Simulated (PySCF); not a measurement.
**How methods differ on the excitation energy of Be**

Be [He] 2s2 (1S) → Be [He] 2p2 (3P), as a difference of total energies. Computed with PySCF 2.14 in aug-cc-pVDZ-DK (4s3p2d, 23 functions), with scalar relativity by spin-free X2C-1e. Correlated levels: valence: 1s2 frozen. The calculations carry no spin-orbit coupling.

```json
{"method": "UHF", "excitation energy (eV)": "6.475"}
{"method": "LDA", "excitation energy (eV)": "6.012"}
{"method": "PBE", "excitation energy (eV)": "5.980"}
{"method": "PBEsol", "excitation energy (eV)": "5.965"}
{"method": "wB97M-V", "excitation energy (eV)": "6.645"}
{"method": "BLYP", "excitation energy (eV)": "6.130"}
{"method": "B3LYP", "excitation energy (eV)": "6.361"}
{"method": "MP2 (valence)", "excitation energy (eV)": "7.038"}
{"method": "SCS-MP2 (valence)", "excitation energy (eV)": "7.270"}
```

Task: Estimate what PBE0 gives.

Result: 6.262 eV, closest to B3LYP among the rows shown.

Task: Estimate what r2SCAN gives.

Result: 6.094 eV, closest to BLYP among the rows shown.

Errors of the correlated levels include the incompleteness of this basis and the frozen core.

For comparison: 7.401 eV (measured; NIST levels, between the centres of gravity of the two terms).
